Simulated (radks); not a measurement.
Results of a calculation; reference values are marked as such.
Task: Spherical jellium clusters: N electrons in a uniform positive sphere of charge N and radius rs N^(1/3), rs = 3.59 bohr. Level of theory: non-relativistic Kohn-Sham, PBEsol, spin-polarised, spherical densities (a radial shooting solver with Libxc functionals). Levels are named by radial order and angular momentum (1s, 1p, 1d, 2s, ...), and open shells are averaged over m. At N = 15 the configuration is 1s2 1p6 1d(up 5, down 2). The background grows by one charge. Does electron 16 go into 1d down or 2s down or 2s up?

Result: Into 1d down. The total energies of the other choices lie higher by 0.166 eV (2s up), 0.313 eV (2s down).
